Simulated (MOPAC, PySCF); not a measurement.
H$_{6}$OSi$_{2}$, SMILES `O[SiH2][SiH3]` (H–O–Si–Si torsion 59°), neutral singlet in the gas phase. 

Cartesian coordinates (Å):
```xyz
9

O     -1.7608     0.7186     0.8232
Si    -0.9465    -0.3877    -0.1082
Si     1.3786    -0.0386    -0.0681
H     -1.6578     1.6504     0.6156
H     -1.2914    -1.7083     0.4620
H     -1.4106    -0.3462    -1.5214
H      2.0602    -1.0125    -0.9577
H      1.6935     1.3319    -0.5489
H      1.9216    -0.1840     1.3047
```
Charge 0, multiplicity 1.

All levels are single points at this geometry (B3LYP-D3(BJ)/def2-TZVP); Pople sets use spherical d functions. Orbital energies aren't observables, and empty levels follow the basis.

```tsv
level	HOMO (eV)	LUMO (eV)	gap (eV)	dipole (D)	vertical IE, Delta-SCF (eV)
B3LYP-D3(BJ)/def2-TZVP in PySCF	-7.66	-0.68	6.99	1.21	9.93
BP86/6-31G* in PySCF	-6.51	-0.95	5.56	1.25	–
HF/3-21G in PySCF	-10.60	3.33	13.93	1.59	–
AM1 in MOPAC	-10.15	-0.93	9.23	1.06	–
PM3 in MOPAC	-9.17	-1.16	8.02	1.09	–
PM6 in MOPAC	-8.79	-0.63	8.16	1.54	–
```
